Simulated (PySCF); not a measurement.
# S³⁺: interval between two levels

S³⁺ [Ne] 3s2 3p1 [2P3/2, M_J = 3/2] → S³⁺ [Ne] 3s1 3p2 [4P5/2, M_J = 5/2], as a difference of total energies. All numbers are calculated (PySCF 2.14, the two-component X2C-1e Hamiltonian, in x2c-TZVPall-2c with one added diffuse shell each of s, p type (6s7p2d1f, 44 functions)). Correlated levels: [Ne] frozen. "Screened" scales the spin-orbit matrix elements by Boettger's factors to mimic the two-electron term; Breit and QED terms are absent.

```
                    method  interval between two levels (cm⁻¹)
           GHF (spin-free)                               57181
          GMP2 (spin-free)                               66024
 GHF (screened spin-orbit)                               57184
GMP2 (screened spin-orbit)                               66029
```

The labels give the starting determinants; with spin-orbit coupling the two ends relaxed to ⟨J²⟩ = 3.76, ⟨L²⟩ = 2.01, ⟨S²⟩ = 0.75 and ⟨J²⟩ = 8.75, ⟨L²⟩ = 2.00, ⟨S²⟩ = 3.75.
